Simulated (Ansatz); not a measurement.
F2GaNO2: where a starting geometry ends

The starting geometry of this gas-phase singlet was optimised with GFN2-xTB.

```xyz
6

F     0.0400   -1.4356    0.4674
F    -0.9921    1.2707    1.9000
Ga   -0.8950    0.0615    0.6094
N    -2.1207    0.4863   -1.0659
O    -2.7367    1.4888   -0.9626
O    -2.0557   -0.3238   -1.9233
```

**Question.** Where would you expect an optimisation with PBE0-D3(BJ)/def2-SVP to take it?

**Answer.** It keeps its bonds.

The energy falls by 0.29 eV over 36 steps:

| step | E − E(last) (eV) |
| --- | --- |
| 1 | 0.292 |
| 5 | 0.038 |
| 9 | 0.037 |
| 13 | 0.037 |
| 17 | 0.035 |
| 20 | 0.028 |
| 24 | 0.009 |
| 28 | 0.001 |
| 32 | 0.000 |
| 36 | 0.000 |

Final geometry (Å):

| atom | x (Å) | y (Å) | z (Å) |
| --- | --- | --- | --- |
| F | 0.5288 | -0.7800 | 0.3092 |
| F | -1.4470 | 0.6041 | 2.1036 |
| Ga | -0.9538 | 0.0828 | 0.5300 |
| N | -2.0871 | 0.4746 | -1.0200 |
| O | -1.8784 | 1.5171 | -1.5940 |
| O | -2.9228 | -0.3506 | -1.3037 |

Frequencies at the end are all real (lowest 21 cm⁻¹). Run with Ansatz 0.2.0, 120 s on 1 thread of Intel(R) Xeon(R) 6975P-C (Granite Rapids), on a shared host.
